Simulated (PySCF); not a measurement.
How methods differ on the interval between two levels of Ge⁺

Ge⁺ [Ar] 3d10 4s2 4p1 [2P3/2, M_J = 3/2] → Ge⁺ [Ar] 3d10 4s1 4p1 4d1 [4F9/2, M_J = 9/2], as a difference of total energies. Calculation: PySCF 2.14, in x2c-TZVPall-2c with one added diffuse shell each of s, p, d type (7s8p5d1f, 63 functions); the two-component X2C-1e Hamiltonian. Correlated levels: [Ne] frozen. "Screened" scales the spin-orbit matrix elements by Boettger's factors to mimic the two-electron term; Breit and QED terms are absent.

```
                    method  interval between two levels (cm⁻¹)
           GHF (spin-free)                              115590
          GMP2 (spin-free)                              126270
 GHF (screened spin-orbit)                              115750
GMP2 (screened spin-orbit)                              126440
```

The labels give the starting determinants; with spin-orbit coupling the two ends relaxed to ⟨J²⟩ = 3.76, ⟨L²⟩ = 2.01, ⟨S²⟩ = 0.75 and ⟨J²⟩ = 24.75, ⟨L²⟩ = 12.01, ⟨S²⟩ = 3.75.

The promoted electron is Rydberg-like, and one or two diffuse shells describe it only roughly, which tends to raise the upper state.
